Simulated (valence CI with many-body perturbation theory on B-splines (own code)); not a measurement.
Energy levels of Tl74+

Method: configuration interaction combined with many-body perturbation theory (CI+MBPT): five valence electrons over a frozen Dirac-Fock core [He], a basis of 11 s, 11 p, 10 d, 8 f, 5 g, 2 h functions for each j, with the one-electron correlation potential Σ1 (screened to all orders), the two-electron term Σ2, the three-electron term Σ3, Breit, model QED; selected single and double excitations, second order for the rest, scaled by the run's own slope (own B-spline code, finite nucleus).

The last digits are not significant, and no measured levels were compared; by estimate large intervals hold to a few tenths of a per cent, small ones and those within an open d or f shell to about a per cent. Among the levels kept, up to 7600 cm⁻¹ of a level comes from second order outside the variational space, and about a tenth of that is noise between levels of different J, which matters for small intervals.

Levels 91 to 135 of 202, with energies above the lowest level, (2s^2 2p1/2^2 2p3/2) J=3/2. "Leading %" is the weight of the configuration and term that name the level; weights of strongly mixed levels are sums over their largest components and can fall short. In the jj column 3d3/2^4 stands for four electrons in 3d with j = 3/2. Lifetimes count E1, E2, E3, M1 and M2 decay at the calculated energies, and are blank where another channel may lead or the interval is too uncertain; long ones can be off by a factor of two.

```csv
No.,Configuration,Term,J,E (× 10³ cm⁻¹),Leading %,Second component,Lifetime,Leading jj
91,2s 2p3 3s,4D°,7/2,122750,100,,6.81 fs,2s 2p1/2 2p3/2^2 3s (100 %)
92,2s2 2p2 4p,2P°,3/2,122960,36,19 % 2s2 2p2 4p 4D°,11.6 fs,2s^2 2p1/2^2 4p3/2 (100 %)
93,2s 2p3 3s,2D°,5/2,123010,76,22 % 2s 2p3 3s 4D°,2.42 fs,2s 2p1/2 2p3/2^2 3s (100 %)
94,2s2 2p2 4d,2D,3/2,123270,43,32 % 2s2 2p2 4d 4F,3.05 fs,2s^2 2p1/2^2 4d3/2 (100 %)
95,2s 2p3 3p,6P,3/2,123400,41,20 % 2s 2p3 3p 4D,3.53 fs,2s 2p1/2 2p3/2^2 3p1/2 (100 %)
96,2s 2p3 3s,4P°,1/2,123440,84,15 % 2s 2p3 3s 2P°,3.93 fs,2s 2p1/2 2p3/2^2 3s (100 %)
97,2s 2p3 3p,4F,5/2,123500,29,22 % 2s 2p3 3p 4P,1.88 fs,2s 2p1/2 2p3/2^2 3p1/2 (100 %)
98,2s 2p3 3s,2S°,1/2,123660,55,44 % 2s 2p3 3s 4D°,1.95 fs,2s 2p1/2 2p3/2^2 3s (99 %)
99,2s 2p3 3s,4S°,3/2,123690,30,24 % 2s 2p3 3s 2D°,3.43 fs,2s 2p1/2 2p3/2^2 3s (100 %)
100,2s 2p3 3s,2D°,3/2,123710,33,31 % 2s 2p3 3s 4P°,2.79 fs,2s 2p1/2 2p3/2^2 3s (100 %)
101,2s 2p3 3s,2D°,3/2,123740,51,20 % 2s 2p3 3s 4S°,3.71 fs,2s 2p1/2 2p3/2^2 3s (100 %)
102,2s 2p3 3p,2F,7/2,123780,44,34 % 2s 2p3 3p 4F,1.37 fs,2s 2p1/2 2p3/2^2 3p1/2 (100 %)
103,2s 2p3 3s,2D°,5/2,123780,85,11 % 2s 2p3 3s 4D°,5.89 fs,2s 2p1/2 2p3/2^2 3s (99 %)
104,2s2 2p2 4d,2D,5/2,123850,37,18 % 2s2 2p2 4d 4D,1.05 fs,2s^2 2p1/2^2 4d5/2 (100 %)
105,2s 2p3 3s,2P°,1/2,123990,95,4 % 2s 2p3 3s 4P°,4.40 fs,2s 2p1/2 2p3/2^2 3s (100 %)
106,2s2 2p2 4f,2F°,5/2,124020,42,29 % 2s2 2p2 4f 4G°,2.13 fs,2s^2 2p1/2^2 4f5/2 (100 %)
107,2s 2p3 3p,4P,5/2,124150,51,26 % 2s 2p3 3p 2D,2.24 fs,2s 2p1/2 2p3/2^2 3p1/2 (100 %)
108,2s2 2p2 4f,2F°,7/2,124270,38,17 % 2s2 2p2 4f 2G°,2.19 fs,2s^2 2p1/2^2 4f7/2 (100 %)
109,2s 2p3 3p,4D,1/2,124420,71,22 % 2s 2p3 3p 2P,3.19 fs,2s 2p1/2 2p3/2^2 3p1/2 (100 %)
110,2s 2p3 3p,4P,1/2,124580,52,26 % 2s 2p3 3p 2P,1.28 fs,2s 2p1/2 2p3/2^2 3p1/2 (100 %)
111,2s 2p3 3p,2P,3/2,124600,29,27 % 2s 2p3 3p 4F,1.45 fs,2s 2p1/2 2p3/2^2 3p1/2 (100 %)
112,2s 2p3 3p,2F,5/2,124650,61,17 % 2s 2p3 3p 2D,2.13 fs,2s 2p1/2 2p3/2^2 3p1/2 (100 %)
113,2s 2p3 3p,4D,3/2,124690,36,36 % 2s 2p3 3p 2D,1.34 fs,2s 2p1/2 2p3/2^2 3p1/2 (100 %)
114,2s 2p3 3p,2P,3/2,125100,40,24 % 2s 2p3 3p 2D,1.90 fs,2s 2p1/2 2p3/2^2 3p1/2 (99 %)
115,2s 2p3 3p,4P,1/2,125110,42,33 % 2s 2p3 3p 2S,2.53 fs,2s 2p1/2 2p3/2^2 3p1/2 (100 %)
116,2s2 2p2 3p,4D°,7/2,126210,65,34 % 2s2 2p2 3p 2F°,75.1 fs,2s^2 2p3/2^2 3p3/2 (99 %)
117,2s2 2p2 3p,2D°,5/2,126220,52,38 % 2s2 2p2 3p 4P°,66.9 fs,2s^2 2p3/2^2 3p3/2 (99 %)
118,2s2 2p2 3p,2P°,1/2,126220,53,35 % 2s2 2p2 3p 2S°,58.8 fs,2s^2 2p3/2^2 3p3/2 (99 %)
119,2s2 2p2 3p,2P°,3/2,126680,61,14 % 2s2 2p2 3p 2D°,57.0 fs,2s^2 2p3/2^2 3p3/2 (99 %)
120,2p4 3s,4P,5/2,126800,66,32 % 2p4 3s 2D,8.60 fs,2p1/2^2 2p3/2^2 3s (98 %)
121,2p4 3s,2P,3/2,126900,55,32 % 2p4 3s 2D,2.36 fs,2p1/2^2 2p3/2^2 3s (98 %)
122,2s2 2p2 3p,2P°,3/2,126930,61,14 % 2s2 2p2 3p 2D°,68.6 fs,2s^2 2p3/2^2 3p3/2 (99 %)
123,2s2 2p2 3d,2D,3/2,127290,29,26 % 2s2 2p2 3d 4P,461 as,2s^2 2p3/2^2 3d3/2 (99 %)
124,2s2 2p2 3d,2F,7/2,127300,38,30 % 2s2 2p2 3d 2G,474 as,2s^2 2p3/2^2 3d3/2 (99 %)
125,2s2 2p2 3d,4D,5/2,127300,28,24 % 2s2 2p2 3d 2F,446 as,2s^2 2p3/2^2 3d3/2 (98 %)
126,2s2 2p2 3d,4P,1/2,127340,50,23 % 2s2 2p2 3d 2P,371 as,2s^2 2p3/2^2 3d3/2 (98 %)
127,2p4 3s,2S,1/2,127440,64,23 % 2p4 3s 4P,4.13 fs,2p1/2^2 2p3/2^2 3s (98 %)
128,2p4 3p,4P°,3/2,127760,30,18 % 2p4 3p 4S°,773 as,2p1/2^2 2p3/2^2 3p1/2 (98 %)
129,2p4 3p,2D°,5/2,127770,36,26 % 2p4 3p 4D°,784 as,2p1/2^2 2p3/2^2 3p1/2 (98 %)
130,2s2 2p2 3d,2D,3/2,127890,69,13 % 2s2 2p2 3d 4F,473 as,2s^2 2p3/2^2 3d3/2 (98 %)
131,2s2 2p2 3d,2F,7/2,128360,42,33 % 2s2 2p2 3d 4D,58.0 fs,2s^2 2p3/2^2 3d5/2 (83 %)
132,2p4 3p,2P°,1/2,128370,72,19 % 2p4 3p 4D°,783 as,2p1/2^2 2p3/2^2 3p1/2 (98 %)
133,2s2 2p2 3d,4F,9/2,128370,62,33 % 2s2 2p2 3d 2G,1.05 ps,2s^2 2p3/2^2 3d5/2 (95 %)
134,2s 2p3 3p,6P,7/2,128470,43,26 % 2s 2p3 3p 4F,26.6 fs,2s 2p1/2 2p3/2^2 3p3/2 (86 %)
135,2s 2p3 3p,4P,5/2,128490,33,26 % 2s 2p3 3p 4D,2.85 fs,2s 2p1/2 2p3/2^2 3p3/2 (98 %)
```
